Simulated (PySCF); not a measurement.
## Electron correlation in Pd³³⁺ (palladium, charge +33)

[Ne] 3s2 3p1, 2P determinant. All numbers are calculated (PySCF 2.14, the non-relativistic Hamiltonian (point nucleus), in an uncontracted even-tempered set (16 s from 4.7 bohr⁻², ratio 2.5; 10 p from 6.1 bohr⁻², ratio 2.5; 5 d from 26 bohr⁻², ratio 2.7; 4 f from 38 bohr⁻², ratio 2.7)). Frozen: 1s2; 11 electrons correlated; the 17 highest virtual orbitals of each spin left out.

```tsv
level	correlation energy (mhartree)
CCSD	-503.04
(T)	-1.92
CCSD(T)	-504.96
```

Diagnostics: T1 = 0.0013, D1 = 0.0055, largest double amplitude 0.085.

A non-relativistic calculation at this Z misses sizeable relativistic shifts. Spin-orbit coupling, absent here, splits the open shell strongly.

Cost of the coupled-cluster step: about 19 core-seconds, for 11 correlated electrons.

At this charge a non-relativistic calculation is a model, useful for the Z dependence of the correlation energy.
